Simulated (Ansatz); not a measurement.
CH8BNOSi (`CNB[SiH2]O`) at its PBE0-D4/def2-TZVP geometry, where that method's forces vanish. Total charge 0; spin multiplicity 1.

```xyz
13

C    -2.2321   -0.8035   -0.2446
N    -1.0648   -0.0114    0.0758
B     0.2611   -0.3905   -0.0396
Si    1.7384    0.8710    0.4983
O     2.8897    1.0616   -0.6847
H    -1.9095   -1.7769   -0.6122
H    -2.8635   -0.9567    0.6357
H    -2.8382   -0.3225   -1.0182
H    -1.2891    0.9130    0.4145
H     0.4790   -1.4960   -0.4635
H     1.2294    2.2495    0.7568
H     2.3779    0.4037    1.7694
H     3.2216    0.2588   -1.0878
```

Question: What forces (eV/Å) does B3LYP-D4/def2-TZVPP give on these atoms in the Gaussian-basis code of Ansatz? (An estimate is asked.)

Answer: The calculation gave: 
```
C1  -0.258 -0.179 -0.072
N2   0.144  0.158  0.061
B3   0.118 -0.106 -0.042
Si4 -0.110  0.049  0.213
O5   0.078 -0.009 -0.084
H6  -0.037  0.049  0.018
H7   0.019  0.003 -0.047
H8   0.017 -0.029  0.037
H9  -0.004  0.002  0.000
H10 -0.013  0.110  0.044
H11  0.026 -0.076 -0.012
H12 -0.031  0.030 -0.065
H13  0.050 -0.002 -0.051
```

B3LYP here is the variant with VWN-RPA as its local correlation; programs differ in this.
